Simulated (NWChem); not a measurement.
CCBO (C2H7BO), optimised at PBE0/def2-SVP with NWChem:

```
Item                               Result
---------------------------------  ------
highest occupied level (eV)         -8.22
orbital gap (eV)                     8.73
dipole (D)                           1.97
highest harmonic frequency (cm⁻¹)    3863
zero-point energy (kcal/mol)         58.4
```

All stand in one matching conformer (torsions within 35°), which need not be the lowest.

**Question.** One H atom is replaced by F, giving CCB(O)F (C₂H₆BFO), optimised at the same level. How do these values move?

**Answer.** 
```json
[
 {"quantity": "highest occupied level (eV)", "new value": "-8.88", "change": "-0.66"},
 {"quantity": "orbital gap (eV)", "new value": "10.08", "change": "+1.35"},
 {"quantity": "dipole (D)", "new value": "2.80", "change": "+0.83"},
 {"quantity": "highest harmonic frequency (cm⁻¹)", "new value": "3923", "change": "+60"},
 {"quantity": "zero-point energy (kcal/mol)", "new value": "55.0", "change": "-3.4"}
]
```
